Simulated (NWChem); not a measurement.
CH4CaN2O

```xyz
9

Ca     0.3051    -0.7207     0.0000
O      0.2962    -2.7259     0.0000
H      0.2837    -3.6825     0.0000
C      0.2255     1.9632     0.0000
N      0.2485     1.3084    -1.1503
N      0.2485     1.3084     1.1503
H      0.1861     3.0727     0.0000
H      0.2258     1.9219    -1.9565
H      0.2258     1.9219     1.9565
```
Atoms are numbered in this order, from 1.

The geometry was optimised at PBE0/def2-SVP.

Problem. Give the principal values of the shielding tensors (ppm) of Ca1, O2, C4, N5 from BHandHLYP/pcSseg-1, GIAO (NWChem), with their diamagnetic and paramagnetic parts as GIAO splits them.

Solution. 
```json
[
 {"atom": "Ca1", "σ11": "958.3", "σ22": "1044.5", "σ33": "1306.5", "isotropic": "1103.1", "diamagnetic": "1418.0", "paramagnetic": "-314.9"},
 {"atom": "O2", "σ11": "184.1", "σ22": "187.0", "σ33": "415.7", "isotropic": "262.3", "diamagnetic": "391.6", "paramagnetic": "-129.3"},
 {"atom": "C4", "σ11": "-109.7", "σ22": "-12.0", "σ33": "123.7", "isotropic": "0.7", "diamagnetic": "251.2", "paramagnetic": "-250.5"},
 {"atom": "N5", "σ11": "-75.0", "σ22": "144.6", "σ33": "200.9", "isotropic": "90.2", "diamagnetic": "318.5", "paramagnetic": "-228.4"}
]
```
